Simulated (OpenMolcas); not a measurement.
Levels of Re3+ by method

```yaml
Program: OpenMolcas
Basis: ANO-RCC-VQZP [9s8p6d4f3g2h]
Scalar_Hamiltonian: DKH2, point nucleus
Active_space: 4 electrons in 10 orbitals (5d 6d)
State_averaging: 2S+1 = 5 even, 5 roots; 2S+1 = 3 even, 45 roots; 2S+1 = 1 even, 50 roots
Spin-orbit_coupling: state interaction with AMFI integrals over the reference wave functions, term energies averaged over their components
```

Methods on the same reference wave functions:
A. CASSCF
B. SS-CASPT2, IPEA 0.25 Eh, imaginary shift 0.1 Eh (closed shells correlated: 5s 5p)
C. MS-CASPT2, IPEA 0.25 Eh, imaginary shift 0.1 Eh (closed shells correlated: 5s 5p)

Energies in cm⁻¹ above 5d⁴ ⁵D₀, the measured ground level; measured values from the list in Brasseur, Gamrath and Quinet, At. Data Nucl. Data Tables 157, 101636 (2024).

| Level | A | B | C | Measured |
| --- | --- | --- | --- | --- |
| 5d⁴ ⁵D₀ [66 %] | 0.0 | 0.0 | 0.0 | 0.0 |
| 5d⁴ ⁵D₁ | 2587 | 3370 | 3340 | 3084 |
| 5d⁴ ⁵D₂ | 5335 | 6450 | 6400 | 5979 |
| 5d⁴ ⁵D₃ | 7863 | 8930 | 8860 | 8350 |
| 5d⁴ ⁵D₄ [75 %] | 10064 | 10750 | 10680 | 10121 |
| 5d⁴ ³P₀(1) [55 %] | 17431 | 15240 | 15150 |  |
| 5d⁴ ³H₄ [58 %] | 18894 | 17860 | 17780 | 16946 |
| 5d⁴ ³G₃ [59 %] | 22915 | 20960 | 20890 | 19817 |
| 5d⁴ ³H₅ | 23060 | 22060 | 21980 | 20930 |
| 5d⁴ ³P₁(1) | 23609 | 20520 | 20360 | 19340 |
| 5d⁴ ³F₂(1) [71 %] | 24022 | 21090 | 21010 | 19851 |
| 5d⁴ ³H₆ | 25076 | 24080 | 24000 | 22896 |
| 5d⁴ ³P₂(1) [59 %] | 29423 | 25950 | 25680 |  |
| 5d⁴ ³F₃(1) [54 %] | 30630 | 28070 | 27970 |  |
| 5d⁴ ³D₃ [58 %] | 32979 | 29980 | 29910 | 28526 |
| 5d⁴ ³G₅ | 33354 | 31820 | 31740 | 30052 |
| 5d⁴ ¹I₆ | 35465 | 33970 | 33890 | 32396 |
| 5d⁴ ³D₁ | 36429 | 33270 | 33240 | 31543 |
| 5d⁴ ¹G₄(1) [51 %] | 40661 | 38360 | 38260 |  |
| 5d⁴ ¹S₀(1) | 41953 | 38710 | 38410 | 36484 |
| 5d⁴ ¹F₃ [68 %] | 45607 | 40510 | 40440 | 38458 |
| 5d⁴ ³P₂(2) | 50080 | 44190 | 44300 |  |
| 5d⁴ ³F₄(2) [66 %] | 51734 | 47050 | 47010 | 44726 |
| 5d⁴ ³F₂(2) [70 %] | 53479 | 48400 | 48340 |  |

Deviations, from unrounded energies. A percentage is the sum of absolute deviations over the sum of measured energies, with the sign that they share, or ± where signs differ.

| Against measurement | Levels | A | B | C |
| --- | --- | --- | --- | --- |
| mean absolute deviation (cm-1) | 17 | 3200 | 1300 | 1200 |
| fine structure of the ground term (%) | 4 | -6.1 | +7.2 | +6.3 |
| other terms of the ground configuration (%) | 13 | +14.7 | +5.5 | +5.2 |

C lies closest to measurement on these levels and A furthest from it. The largest miss of C in the table is 5d⁴ ³F₄(2) [66 %], by +2300 cm-1. The ranking rests on the paired levels alone, and a cruder setting can come out closer through cancelling errors.

Between B and C the level of the table that moves most is 5d⁴ ¹S₀(1), by 290 cm-1 (lowest in C, highest in B). Moves below CASPT2's spread within the term are not significant.

The mean deviations of B to C differ by less than CASPT2's widest spread within a term (940 cm-1), so their order carries little weight.

From A to B the spin-free energies of the other terms of 5d⁴ shown, above ⁵D, scale by factors of 0.72 to 0.87, as is usual when dynamic correlation screens the repulsion within a d or f shell.

The lowest spin-free term lies below A's lowest term by 0.302 hartree in B, 0.302 hartree in C.

CASPT2 breaks the degeneracy within a term, and the mean is taken; among the terms shown or strongly mixed into the levels shown the widest spread is 940 cm-1 (5d⁴ ¹F, C). Active for correlation alone: 6d; no level in the range computed is led by a configuration that fills it, so any true level of that kind is missing. Without dynamic correlation excited terms often stand tens of per cent too high (terms of higher spin than the ground term too low), and those without a measured partner can miss by more than the paired ones (holds for A). Some levels mix across a computed gap that differs much from the measured one, so their mixing is not that of the real levels (holds for A). The CASPT2 spread within a term exceeds the gap to the next term for 5d⁴ ³D and 5d⁴ ¹I, so the order of their levels is uncertain (holds for B; C). Computed and measured levels are paired by configuration, term and J; levels that our copy of the source lacks, or whose pairing is in doubt (as where it misses far off the trend of its configuration), stay unpaired and out of the deviations. Only configurations of the active space appear. Levels that lie high or do not pair safely by name in every column are left out.

A share in square brackets marks a mixed level and gives the weight of the term that names it, the lowest over the columns. A number in round brackets counts repeated terms of one configuration in the order of the reference energies.
